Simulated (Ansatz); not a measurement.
Dimethylphenylsulfonium tetrafluoroborate (C8H11BF4S), relaxed as a singlet with RKS PBE-D4/def2-SVP in Ansatz, starting from the GFN2-xTB geometry. Force threshold 0.03 eV/Å.

Start:

```xyz
25

C     0.234   -1.818   -1.372
S     0.909   -0.263   -0.756
C     2.328   -0.957    0.150
C    -0.156    0.118    0.643
C    -0.534    1.447    0.760
C    -1.332    1.836    1.822
C    -1.752    0.899    2.753
C    -1.378   -0.429    2.621
C    -0.574   -0.826    1.566
H    -0.760   -1.602   -1.749
H     0.865   -2.110   -2.206
H     0.215   -2.580   -0.603
H     3.030   -1.319   -0.593
H     2.787   -0.151    0.712
H     2.031   -1.758    0.817
H    -0.216    2.154    0.010
H    -1.625    2.870    1.920
H    -2.375    1.202    3.581
H    -1.713   -1.161    3.340
H    -0.289   -1.864    1.480
F     0.758    2.189   -2.227
B     0.059    1.294   -3.023
F    -0.913    0.690   -2.171
F    -0.525    1.879   -4.089
F     0.926    0.261   -3.387
```

(1) Estimate the energy that the relaxation releases and the steps that it takes.

(2) Does the start keep its bonding?

(3) Predict the relaxed structure.

Answers

(1) 6.5 kcal/mol, in 6 steps; 31 s on 4 threads of Arm Neoverse V1 on a shared host. No frequencies were taken in this run, so the end may be a saddle point.

(2) By distances, no bond broke or formed. The bond that changes most is B22–F23, from 1.43 to 1.46 Å (atoms count from 1).

(3) 
| atom | x (Å) | y (Å) | z (Å) |
| --- | --- | --- | --- |
| C1 | 0.272 | -1.799 | -1.462 |
| S2 | 1.005 | -0.337 | -0.683 |
| C3 | 2.387 | -1.110 | 0.221 |
| C4 | -0.101 | 0.092 | 0.667 |
| C5 | -0.529 | 1.429 | 0.666 |
| C6 | -1.374 | 1.854 | 1.702 |
| C7 | -1.785 | 0.955 | 2.698 |
| C8 | -1.354 | -0.383 | 2.672 |
| C9 | -0.503 | -0.826 | 1.650 |
| H10 | -0.702 | -1.442 | -1.839 |
| H11 | 0.926 | -2.027 | -2.323 |
| H12 | 0.194 | -2.639 | -0.747 |
| H13 | 3.102 | -1.471 | -0.543 |
| H14 | 2.862 | -0.312 | 0.822 |
| H15 | 2.055 | -1.942 | 0.870 |
| H16 | -0.220 | 2.094 | -0.157 |
| H17 | -1.722 | 2.897 | 1.719 |
| H18 | -2.453 | 1.296 | 3.503 |
| H19 | -1.685 | -1.088 | 3.448 |
| H20 | -0.170 | -1.875 | 1.629 |
| F21 | 0.619 | 2.316 | -2.134 |
| B22 | -0.035 | 1.356 | -2.943 |
| F23 | -0.966 | 0.650 | -2.063 |
| F24 | -0.724 | 1.927 | -3.988 |
| F25 | 0.903 | 0.385 | -3.386 |
Bond lengths: 6 × C–C 1.40 to 1.41 Å; 4 × B–F 1.38 to 1.46 Å; 3 × C–S 1.80 to 1.82 Å; 11 × C–H 1.10 to 1.11 Å.
